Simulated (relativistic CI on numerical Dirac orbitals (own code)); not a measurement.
## Calculated levels, La²⁴⁺

These numbers are calculated, not measured: Dirac-Coulomb-Breit CI, orbitals from a KLI potential per configuration, a model potential for QED, unscaled Slater integrals (own radial code, finite nucleus).

Configurations in the expansion (outside the closed core [Ar] 3d10): 4s2 4p3, 4s 4p4, 4s2 4p2 4d, 4p5, 4s 4p3 4d, 4s2 4p2 4f, 4s 4p3 4f, 4p4 4d, 4s 4p2 4d2, 4s2 4p 4d 4f, 4p4 4f, 4s2 4p 4d2, 4s2 4d3, 4s 4p 4d3, 4s2 4d2 4f, 4s 4p 4d2 4f, 4p3 4d2, 4p2 4d3, 4p2 4d2 4f. Double excitations out of closed p, d and f shells are left out; levels of such configurations are missing from the list, as are those of other unlisted configurations, and high levels can miss mixing partners.

The lowest level is 4s2 4p3 2P°_3/2, with 39 % of that term; Hund's rules for 4s2 4p3 give 4S° with J = 3/2, of which the calculation keeps J, while another term leads.

```tsv
No.	Configuration	Term	J	E (cm⁻¹)	%	Lifetime (s)	jj configuration (%)
1	4s2 4p3	2P°	3/2	0	39		4p3/2 (96)
2	4s2 4p3	2D°	3/2	150311	48	1.37e-05	4p1/2 4p3/2^2 (96)
3	4s2 4p3	2D°	5/2	179540	98	6.78e-05	4p1/2 4p3/2^2 (98)
4	4s2 4p3	2P°	1/2	218510	98	1.32e-05	4p1/2 4p3/2^2 (98)
5	4s2 4p3	2P°	3/2	371598	56	4.88e-06	4p3/2^3 (97)
6	4s 4p4	4P	5/2	602307	77	8.53e-11	4s 4p3/2^2 (89)
7	4s 4p4	4P	3/2	674568	37	2.67e-11	4s 4p3/2^2 (65)
8	4s 4p4	4P	1/2	683960	52	2.75e-11	4s 4p3/2^2 (79)
9	4s 4p4	4P	3/2	766737	35	7.41e-11	4p1/2^2 4d3/2 (51)
10	4s 4p4	2D	3/2	796101	33	1.93e-11	4s 4p1/2 4p3/2^3 (42)
11	4s 4p4	2D	5/2	818490	56	4.04e-11	4s 4p1/2 4p3/2^3 (72)
12	4s2 4p2 4d	4D	5/2	831452	28	2.11e-11	4p1/2^2 4d5/2 (70)
13	4s 4p4	2P	1/2	864573	34	1.38e-11	4s 4p1/2 4p3/2^3 (53)
14	4s 4p4	2P	3/2	871762	32	2.25e-11	4s 4p1/2 4p3/2^3 (45)
15	4s2 4p2 4d	2F	5/2	912925	56	2.22e-10	4p1/2 4p3/2 4d3/2 (90)
16	4s2 4p2 4d	4D	1/2	929646	75	2.33e-11	4p1/2 4p3/2 4d3/2 (73)
17	4s2 4p2 4d	4F	7/2	934622	48	1.39e-09	4p1/2 4p3/2 4d3/2 (78)
18	4s2 4p2 4d	4D	7/2	946847	50	2.78e-08	4p1/2 4p3/2 4d5/2 (92)
19	4s2 4p2 4d	4D	3/2	948189	44	8.22e-12	4p1/2 4p3/2 4d3/2 (52)
20	4s2 4p2 4d	4F	9/2	976285	53	3.61e-04	4p1/2 4p3/2 4d5/2 (94)
21	4s2 4p2 4d	2F	5/2	990820	28	8.02e-12	4p1/2 4p3/2 4d5/2 (74)
22	4s2 4p2 4d	2P	3/2	1004747	37	3.30e-12	4p1/2 4p3/2 4d5/2 (53)
23	4s2 4p2 4d	4P	5/2	1032128	36	2.35e-12	4p1/2 4p3/2 4d3/2 (44)
24	4s2 4p2 4d	2G	7/2	1037299	52	1.31e-11	4p1/2 4p3/2 4d5/2 (62)
25	4s2 4p2 4d	4P	1/2	1038451	42	2.73e-12	4p1/2 4p3/2 4d3/2 (54)
26	4s2 4p2 4d	4P	3/2	1041005	42	2.39e-12	4p1/2 4p3/2 4d3/2 (52)
27	4s2 4p2 4d	2P	1/2	1044339	26	6.11e-12	4s 4p3/2^4 (51)
28	4s2 4p2 4d	2D	3/2	1072641	73	6.96e-12	4p1/2 4p3/2 4d5/2 (65)
29	4s2 4p2 4d	2D	5/2	1085713	57	2.18e-12	4p1/2 4p3/2 4d5/2 (57)
30	4s2 4p2 4d	2P	1/2	1110289	52	2.69e-12	4p1/2 4p3/2 4d5/2 (68)
31	4s2 4p2 4d	2F	7/2	1134817	49	1.59e-10	4p3/2^2 4d5/2 (97)
32	4s2 4p2 4d	2G	9/2	1147348	52	9.81e-06	4p3/2^2 4d5/2 (94)
33	4s2 4p2 4d	2P	1/2	1163223	60	3.19e-12	4p3/2^2 4d3/2 (61)
34	4s2 4p2 4d	2D	3/2	1177171	44	2.10e-12	4p3/2^2 4d3/2 (81)
35	4s2 4p2 4d	2D	5/2	1183342	35	2.07e-12	4p3/2^2 4d3/2 (65)
36	4s2 4p2 4d	2F	7/2	1215133	80	1.80e-12	4p3/2^2 4d3/2 (74)
37	4s2 4p2 4d	2D	5/2	1222443	83	1.94e-10	4p3/2^2 4d5/2 (95)
38	4s2 4p2 4d	2P	3/2	1237811	42	2.47e-12	4p3/2^2 4d3/2 (55)
39	4s2 4p2 4d	2S	1/2	1255280	38	2.42e-12	4p3/2^2 4d5/2 (44)
40	4s2 4p2 4d	2D	3/2	1285316	67	2.45e-12	4p3/2^2 4d5/2 (64)
41	4s2 4p2 4d	2D	5/2	1305744	54	1.99e-12	4p3/2^2 4d5/2 (79)
42	4p5	2P°	3/2	1331670	60	1.95e-11	4p3/2^3 (60)
43	4s 4p3 4d	6D°	1/2	1347986	68	1.59e-10	4s 4p3/2 4d3/2 (74)
44	4s 4p3 4d	6D°	5/2	1348507	53	1.10e-10	4s 4p3/2 4d3/2 (74)
45	4s 4p3 4d	6D°	3/2	1353510	58	3.82e-11	4s 4p3/2 4d3/2 (59)
```

Energies count from the lowest computed level; ° marks odd parity; lifetimes are radiative, by E1, M1, E2, M2, E3 decay to levels of this space only. Filled j subshells are mostly left out of the jj labels.

The mean weight of the leading LS term, summed over parents, in these 45 levels is 52 %, and that of the leading jj configuration (from the same eigenvectors) 71 %, so jj coupling describes them better and the LS labels are nominal.

At this charge energies of transitions that change n are usually good to better than 1 %, and those within a shell (Δn = 0) to a few per cent.

LS names give the leading component of a level, which can be under half, so a name can repeat, a term be missing and a line seem to break the LS rules.
